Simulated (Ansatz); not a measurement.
A single point on C2H2Te, SMILES `C1=C[Te]1`.

```yaml
crystal:
  periodic: [false, false, false]
  atoms:
    - {symbol: C, position_ang: [-0.523154, -0.346055, -0.225601]}
    - {symbol: C, position_ang: [0.334843, 0.564687, -0.002734]}
    - {symbol: Te, position_ang: [1.024885, -1.223568, 1.024625]}
    - {symbol: H, position_ang: [-1.444581, -0.650273, -0.691914]}
    - {symbol: H, position_ang: [0.658007, 1.581609, -0.145775]}
basis:
  gaussian: {orbitals: def2-TZVPP}
hamiltonian: {xc: pbe}
correlation: {method: rpa}
```

```sh
$ ansatz run in.yaml --threads 2 --pin off --events-out ev --progress --plain --max-ram 4352MiB
```

It prints (some lines left out):

```
Functional definition: PBE
1018 factors; integrals over basis functions are off by at most 1.0e-3 eV
mean field evaluation 1: about -9380.8166 eV, gradient 7.4e1 eV
mean field evaluation 2: about -9380.8130 eV, gradient 7.4e1 eV
mean field evaluation 4: about -9394.4304 eV, gradient 2.0e1 eV
mean field evaluation 8: about -9395.2375 eV, gradient 5.6e-1 eV
mean field evaluation 16: about -9395.2369 eV, gradient 3.9e-4 eV
mean field -9395.23691811 eV, -345.2685884204 hartree, gradient 1.2e-6 eV, S^2 0.000000; 1 other end points of the search recorded, 0 dependent functions left out
6 core orbitals not correlated: weight in the atoms' cores, before any rotation towards them, 1.000 or more for the frozen orbitals, at most 0.000 for the correlated occupied ones
reference -9355.30287511 eV, -343.8010394081 hartree; 13, 13 occupied and 121, 121 virtual orbitals, 1018 factors
Total energy: -9384.84730485 eV, -344.8867771754 hartree
```

It took 3.8 s on 2 threads of an Arm Neoverse V1 on a shared host, with 0.25 GiB of host memory at the peak.
